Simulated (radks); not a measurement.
All-electron atom: Eu XV in [Kr] 4d10 4f2 5s1 (the NIST ground configuration). All-electron calculation, scalar-relativistic Kohn-Sham, LDA (Slater exchange, VWN5 correlation), spin-polarised, spherical densities, finite nucleus; open shells are filled with parallel spins first (spin-orbit coupling, left out, can overturn this in heavy ions); Fermi nuclear charge, rms radius 5.1115 fm. Program: a radial shooting solver on a logarithmic mesh with Libxc functionals.

Radial electron density D(r) = 4 pi r^2 rho(r):

r (bohr)  D(r) (e/bohr)  spin D(r)
0.001547          7.815    0.00598
0.002015          11.77    0.00894
0.002645          17.62     0.0132
0.003444          25.46     0.0188
0.004485          35.67     0.0257
0.005839          48.05     0.0334
0.007665          61.94     0.0402
0.009981          74.25     0.0429
0.013             82.25     0.0382
0.01692           83.44     0.0241
0.02204           78.60    0.00535
0.02892           73.96   -0.00251
0.03766           79.07     0.0213
0.04904           95.64     0.0735
0.06386           110.3      0.102
0.08382           105.2     0.0489
0.1091            87.67    0.00646
0.1421            86.01      0.174
0.1851            97.42      0.514
0.2429            81.94      0.900
0.3163            47.24       1.80
0.4118            38.96       3.17
0.5363            44.63       3.41
0.7039            30.66       2.68
0.9166            11.95       2.48
1.193             3.245       1.76
1.554            0.6468      0.553
2.04            0.05464     0.0530
2.656          0.001353    0.00135

D(r) has 4 maxima, at r = 0.0155, 0.0692, 0.191, 0.524 bohr, and minima at 0.0296, 0.127, 0.383 bohr, inside which lie 1.94, 11.22, 29.20 electrons.
